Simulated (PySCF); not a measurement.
A GIAO shielding run with PySCF 2.14 (density fitting, non-relativistic, gas phase) on SMILES P[SiH2][Si@@H](P)c1cccs1, C₄H₁₀P₂SSi₂:

```
$ OMP_NUM_THREADS=1 python probes_run.py task.json out

{"job": {"kind": "nmr", "xc": "PBE0", "basis": "pcSseg-1"}, "charge": 0, "multiplicity": 1}
P      2.052556    -1.292246    -1.511346
Si     2.509633    -0.292004     0.448578
Si     0.787855     1.245544     0.845130
P      0.830601     2.910591    -0.677356
C     -0.857852     0.336482     0.750051
C     -1.520646    -0.085987    -0.367171
C     -2.706873    -0.796520    -0.091196
C     -2.934802    -0.918512     1.242112
S     -1.707012    -0.166017     2.178768
H      0.968990    -2.007070    -1.034669
H      2.912715    -2.357090    -1.329063
H      3.822696     0.333292     0.258604
H      2.669052    -1.271972     1.531751
H      0.827309     1.902347     2.159551
H      1.134206     2.075714    -1.739208
H     -0.521652     2.875725    -0.964045
H     -1.164849     0.113349    -1.364397
H     -3.357882    -1.195438    -0.849016
H     -3.753850    -1.400938     1.737862
```

Hardware: 1 thread of an x86-64 server CPU, shared host. The job also computes population analyses, field gradients, ring-centre shieldings.

Question: How large is the calculation?

Answer: 108 electrons, 238 basis functions and 1353 auxiliary functions.

Question: How long does it take?

Answer: 55 s of wall time, with 14 SCF cycles and 5 response iterations. Times on a shared host scatter by some tens of per cent.
